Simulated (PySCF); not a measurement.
Geometries of 2 isomers of C6H9F, from PySCF 2.14.0, PBE0-D3(BJ)/def2-SVP geometry optimisation, gas phase. One conformer each, no zero-point energy, no frequencies.

Task: Which is lower in electronic energy at this level?
A.
```xyz
16
angstrom
C      3.247    0.043   -0.069
C      2.001    0.406    0.092
C      0.755    0.772    0.270
C     -0.230    0.056    1.151
C     -1.256   -0.758    0.371
C     -2.142    0.056   -0.542
F     -2.055   -1.412    1.292
H      4.043    0.435    0.574
H      3.536   -0.664   -0.855
H      0.401    1.657   -0.276
H     -0.777    0.785    1.773
H      0.296   -0.627    1.834
H     -0.726   -1.533   -0.212
H     -2.902   -0.590   -1.003
H     -1.555    0.524   -1.345
H     -2.658    0.847    0.025
```
B.
```xyz
16
angstrom
F     -2.382    0.163    1.080
C     -1.744    0.156   -0.120
C     -1.007    1.385   -0.528
C     -0.259    0.151   -0.102
C      0.589   -0.007    1.156
C      1.600   -0.837    0.328
C      0.692   -0.718   -0.920
H     -2.284   -0.436   -0.868
H     -1.022    2.221    0.178
H     -1.008    1.666   -1.586
H      0.077   -0.563    1.955
H      0.981    0.929    1.580
H      2.580   -0.353    0.210
H      1.768   -1.862    0.687
H      1.149   -0.217   -1.786
H      0.253   -1.669   -1.261
```

Result: B. That is `F[C@H]1CC12CCC2`, 5.1 kcal/mol below the other.

```json
{"SMILES": "F[C@H]1CC12CCC2", "atoms numbered as above": "[F:1][C@H:2]1[CH2:3][C:4]12[CH2:5][CH2:6][CH2:7]2", "E (Eh)": "-333.22778", "relative (kcal/mol)": "0.0", "relative (kJ/mol)": "0.0", "dipole (D)": "1.59"}
{"SMILES": "C=C=CC[C@H](C)F", "atoms numbered as above": "[CH2:1]=[C:2]=[CH:3][CH2:4][C@H:5]([CH3:6])[F:7]", "E (Eh)": "-333.21966", "relative (kcal/mol)": "5.1", "relative (kJ/mol)": "21.3", "dipole (D)": "1.59"}
```

As drawn, the lower has a three-membered ring, a four-membered ring and a quaternary carbon, which the higher lacks; the higher has cumulated double bonds and a C=C bond outside aromatic rings, which the lower lacks.
